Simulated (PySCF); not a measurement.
**C₆H₁₂OSi₂: full NMR table**

```
Formula                               : C6H12OSi2
SMILES                                : [SiH3]OC1=C[SiH2][C@H]2C[C@@H]1C2
Point group of the computed structure : C1
Degrees of unsaturation               : 3
Carbon signals                        : 5
Proton signals                        : 7
```

Numbering as in the mapped SMILES `[SiH3:1][O:2][C:3]1=[CH:4][SiH2:5][C@H:6]2[CH2:7][C@@H:8]1[CH2:9]2`. Each H is labelled by its parent atom. Ha(C7), Ha(C9) are cis to C3 on the ring; Hb(C7), Hb(C9) are trans to C3 on the ring.

PySCF 2.14.0 with density-fitted response routines calculation with NMR shieldings at PBE0/pcSseg-1/GIAO and structure optimised with GFN2-xTB; equivalent nuclei averaged, one conformer, relativity neglected, gas phase.

Chemical shifts δ = σref − σ; ¹H (31.72 ppm), ¹³C (186.93 ppm), ²⁹Si (349.16 ppm) against TMS; ¹⁷O (336.08 ppm) vs H2O, all at this level.

| carbon | δC, type | δH (multiplicity) | HMBC from (2–3 bonds) | span of the C tensor (ppm) |
| --- | --- | --- | --- | --- |
| C3 | 187.8, C | – | H(Si1), H(Si5), H(C4), Hb(C7)/Hb(C9), H(C8), Ha(C7)/Ha(C9) | 225 |
| C4 | 81.3, CH | 4.03 (t) | H(Si5), H(C8), H(C6) | 159 |
| C6 | 17.1, CH | 1.84 (m) | H(Si5), H(C4), Hb(C7)/Hb(C9), H(C8), Ha(C7)/Ha(C9) | 36 |
| C7/C9 | 36.0, CH2 | Hb(C7) 2.67 (m); Ha(C7) 1.80 (m) | H(Si5), Hb(C7)/Hb(C9), H(C8), H(C6), Ha(C7)/Ha(C9) | 28 |
| C8 | 43.0, CH | 2.49 (m) | H(C4), Hb(C7)/Hb(C9), H(C6), Ha(C7)/Ha(C9) | 16 |

Other nuclei:
```
 atoms  nucleus                                                environment  δ (ppm)  σ (ppm)
H(Si1)       ¹H                          hydrogen on a silicon bonded to O     4.93    26.79
H(Si5)       ¹H  hydrogen on a silicon bonded to 2 C, in a 6-membered ring     4.58    27.14
   Si1     ²⁹Si                                   silicon bonded to O, 3 H    -46.1    395.3
   Si5     ²⁹Si           silicon bonded to 2 C, 2 H, in a 6-membered ring    -47.6    396.7
    O2      ¹⁷O                                     oxygen bonded to C, Si    137.8    198.3
```

- Carbon types of the structure: 1 × C, 3 × CH, 2 × CH2, leaving 5 H on heteroatoms.
- δC 187.8: alkene carbon bearing oxygen; an sp2 carbon further deshielded by the attached heteroatom.
- δC 81.3: β carbon of an enol-ether or enamine type C=C; the O or N lone pair pushes π density onto this β carbon and shields it.
- δC 43.0: allylic sp3 CH; saturated and bonded to C and H only.
- δH 4.03: hydrogen on a β carbon of an enol-ether or enamine type C=C; lone-pair donation from O or N shields it, upfield of ordinary alkene protons.
- δH 2.49: hydrogen on an allylic sp3 CH; allylic position.

Shifts are as computed. Against solution values, carbons near 30 ppm lie about +3 ppm off and those near 130 ppm about +5 ppm. Of 1211 compounds with measured shifts, 218 miss one by over three times the rms of a fit or turn the order of signals round; such compounds aren't used in these exercises. Experimental scales use liquid or dissolved standards, which lie at an offset from isolated H2O (liquid H2O: subtract about 36 ppm). No couplings were computed; multiplicities are counted from neighbouring protons, with m where these are inequivalent, close in shift, in a saturated or five-membered ring or joined by F or P, and br s for small geminal =CH2 splittings.
